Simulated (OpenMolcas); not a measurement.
## Ionisation energies of ruthenium

- Program: OpenMolcas 26.06
- Basis: ANO-RCC-VDZP [6s5p3d1f]
- Scalar Hamiltonian: DKH2, point nucleus
- Spin-orbit coupling: RASSI with atomic mean-field integrals over the reference wave functions, term energies averaged over their components

Active shells in each charge state: the valence d, s shells, with orbitals averaged over the low states. Where CASPT2's correlated closed shells are named, they are those of the first ion.

A. CASSCF
B. SS-CASPT2, IPEA 0.25 Eh, imaginary shift 0.1 Eh (closed shells correlated: 4s 4p)
C. SS-CASPT2, IPEA 0 Eh, imaginary shift 0.1 Eh (closed shells correlated: 4s 4p)
D. SS-CASPT2, IPEA 0.25 Eh, imaginary shift 0.1 Eh (closed shells correlated: 3d 4s 4p)

Energies in eV between the lowest computed levels, named as in B; reference values from the NIST Atomic Spectra Database with their kind.

```tsv
From	To	A	B	C	D	Spin-orbit share in B	Reference
Ru 4d7 5s 5F5	Ru+ 4d7 4F 9/2	6.158	7.061	7.136	7.064	-0.022	7.361 (measured)
Ru+ 4d7 4F 9/2	Ru2+ 4d6 5D4	15.303	16.678	16.674	16.684	+0.062	16.760 (semi-empirical)
```

Error against the reference values, in %:

```csv
From,Reference,A,B,C,D
Ru,measured,-16.3,-4.1,-3.1,-4.0
Ru+,semi-empirical,-8.7,-0.5,-0.5,-0.5
```

Absolute error against the one measured value: A 1.20 eV, B 0.30 eV, C 0.22 eV, D 0.30 eV. C lies closest.

The lowest level within the active space need not be the ion's true ground level.
